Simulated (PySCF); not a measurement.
Input of a run (PBE0-D3(BJ)/def2-SVP geometry optimisation, gas phase, def2 core potentials past Kr (PySCF 2.14.0)), started from GFN2-xTB:
```
{"job": {"xc": "PBE0", "basis": "def2-SVP", "d3": "d3bj", "grid": 1, "maxiter": 30, "shake": 0.03, "kind": "geom"}, "charge": 0, "multiplicity": 1}
Sn    -0.777140    -0.612120     0.115960
C     -2.474080     0.183600    -1.182850
C     -0.649700    -2.171660     1.519270
O      0.797460    -0.754700    -1.156040
Si     2.038530     0.094950    -1.323790
O      2.085210     1.370940    -0.264170
Si     1.167500     1.936030     0.907030
O     -0.173240     1.101920     1.068210
H     -2.111570     1.146730    -1.556280
H     -3.354150     0.363650    -0.547810
H     -2.678830    -0.544610    -1.926990
H      0.330020    -1.936220     2.133030
H     -1.534250    -2.180210     2.176590
H     -0.521340    -3.088520     1.020840
H      3.150050    -0.784500    -0.943570
H      2.034630     0.738950    -2.603860
H      1.891920     1.856300     2.144010
H      0.722660     3.296390     0.498130
```

Output (energies in Eh, forces in Eh/bohr):
```
step   0  E = -1100.37165800  max force = 0.112644
step   1  E = -1100.40961776  max force = 0.024455
step   2  E = -1100.41268519  max force = 0.009501
step   3  E = -1100.41369821  max force = 0.004435
step   4  E = -1100.41399071  max force = 0.002395
step   5  E = -1100.41414201  max force = 0.001995
step   6  E = -1100.41419793  max force = 0.001742
step   7  E = -1100.41421310  max force = 0.000732
step   8  E = -1100.41421672  max force = 0.000335
optimisation converged
```

Summarise the run.

The energy falls by 1.158 eV over 9 energy and gradient evaluations, the largest force component goes from 0.1126 to 3.4e-04 Eh/bohr, and the atoms move by 0.181 Å rms after alignment. The bond that changes most is Sn1–C2 (ends: tin bonded to 2 C and 2 O; carbon bonded to Sn and 3 H), which shortens by 0.151 Å. Bonds longer at the end by more than 0.005 Å: 9 of 18; shorter: 4. Among the angles that change most is C2–Sn1–C3, from 133.2° to 122.7°. The energy never rose by more than 1e-6 Eh on the way. The first step brought 89 % of the lowering.

What are the final bond lengths?

Sn1–C2 2.129 Å, Sn1–C3 2.128 Å, Sn1–O4 1.994 Å, Sn1–O8 1.993 Å, C2–H9 1.098 Å, C2–H10 1.098 Å, C2–H11 1.099 Å, C3–H12 1.098 Å, C3–H13 1.098 Å, C3–H14 1.099 Å, O4–Si5 1.649 Å, Si5–O6 1.662 Å, Si5–H15 1.491 Å, Si5–H16 1.491 Å, O6–Si7 1.662 Å, Si7–O8 1.649 Å, Si7–H17 1.492 Å, Si7–H18 1.491 Å. Numbering counts from 1 in the input's order; the species is (Me)2Sn(OSiH2)2O (C2H10O3Si2Sn).

The run used 182 basis functions and 64 SCF cycles in all.

No frequency check. One conformer, not necessarily the lowest.
